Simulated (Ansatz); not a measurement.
CH$_{6}$ClFSi$_{2}$ (`F[SiH2]C[SiH2]Cl`) at its PBE0-D4/def2-TZVP geometry, where that method's forces vanish. Total charge 0; spin multiplicity 1.

```xyz
11

F    -2.6846   -1.1652    0.3253
Si   -1.6178   -0.0997   -0.2147
C     0.0701   -0.5644    0.4044
Si    1.4666    0.5461   -0.1211
Cl    3.2373   -0.1442    0.6689
H    -2.0246    1.2341    0.2904
H    -1.6705   -0.1275   -1.6966
H     0.2978   -1.5805    0.0627
H     0.0456   -0.5847    1.4999
H     1.2671    1.9278    0.3768
H     1.6131    0.5581   -1.5959
```

(1) What forces (eV/Å) does r2SCAN-D4/def2-TZVPP give on these atoms in Ansatz 0.2.0? (Estimate.)

Results:

(1) Ansatz gave: 
```
F1  -0.026 -0.027  0.014
Si2 -0.010  0.036 -0.026
C3  -0.012  0.019 -0.015
Si4 -0.012  0.033 -0.025
Cl5  0.058 -0.016  0.022
H6   0.016 -0.022 -0.015
H7   0.008  0.008  0.029
H8  -0.002  0.003  0.015
H9   0.002 -0.014 -0.008
H10 -0.007 -0.024 -0.016
H11 -0.014  0.005  0.025
```
